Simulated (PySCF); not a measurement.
# 4-chlorophenyl methyl sulfone (CS(=O)(=O)c1ccc(Cl)cc1, C7H7ClO2S)

Geometry:
```tsv
atom	x (Å)	y (Å)	z (Å)
C1	2.326	0.577	-0.200
S2	1.397	-0.893	0.205
O3	1.694	-1.225	1.596
O4	1.612	-1.856	-0.872
C5	-0.303	-0.360	0.125
C6	-0.921	0.113	1.280
C7	-2.248	0.525	1.220
C8	-2.933	0.450	0.005
Cl9	-4.580	0.963	-0.070
C10	-2.316	-0.042	-1.147
C11	-0.990	-0.455	-1.084
H12	2.118	1.353	0.547
H13	3.380	0.270	-0.155
H14	2.062	0.906	-1.212
H15	-0.364	0.135	2.219
H16	-2.761	0.897	2.108
H17	-2.881	-0.106	-2.078
H18	-0.486	-0.869	-1.959
```

Method: quadratic response CAM-B3LYP/aug-cc-pVDZ first hyperpolarisability, Taylor convention, gas phase (PySCF). Geometry: PBE0-D3(BJ)/def2-SVP.

(1) Give the tensor of the second harmonic β(−2ω;ω,ω) at 1907 nm in the axes of these coordinates.

## Answers

(1) In au, Taylor convention; rows are the first index (the induced dipole):
```csv
,xx,yy,zz,xy,xz,yz
x,-309.3,-24.8,+36.3,+43.5,+1.3,+13.4
y,+43.8,-59.3,-35.9,-24.7,+13.1,-3.4
z,+1.2,-3.3,+24.6,+13.1,+35.3,-35.7
```
Norm of βᵢ = ⅓ Σⱼ (βᵢⱼⱼ + βⱼᵢⱼ + βⱼⱼᵢ): 303.6 au, hyper-Rayleigh value 134.4 au.
